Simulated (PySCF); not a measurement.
Se(Cl)(OH), SMILES O[Se]Cl, singlet, PBE0/def2-SVP optimised geometry.

```
4

Se    -0.81    -1.07     0.00
Cl    -1.26     1.07     0.00
O      0.97    -1.07     0.00
H      1.26    -0.97    -0.92
```

Density from PBE0/def2-TZVP (PySCF) at that geometry.

Minimum of the electron density along straight lines between bonded atoms, close to the bond critical point (lines longer than 1.1 times the sum of covalent radii, or with two minima, are not listed):

| bond | length / Å | ρ at the minimum / e bohr⁻³ | ∇²ρ there / e bohr⁻⁵ | position (fraction from the first atom) |
|---|---|---|---|---|
| Se1–Cl2 | 2.190 | ? | ? | 0.47 |
| Se1–O3 | 1.779 | 0.169 | ? | 0.47 |
| O3–H4 | 0.968 | 0.357 | -2.44 | 0.81 |

Q: Fill in the missing entries.

A: 
- Se1–Cl2, ρ at the minimum / e bohr⁻³: 0.117
- Se1–Cl2, ∇²ρ there / e bohr⁻⁵: -0.01
- Se1–O3, ∇²ρ there / e bohr⁻⁵: 0.23
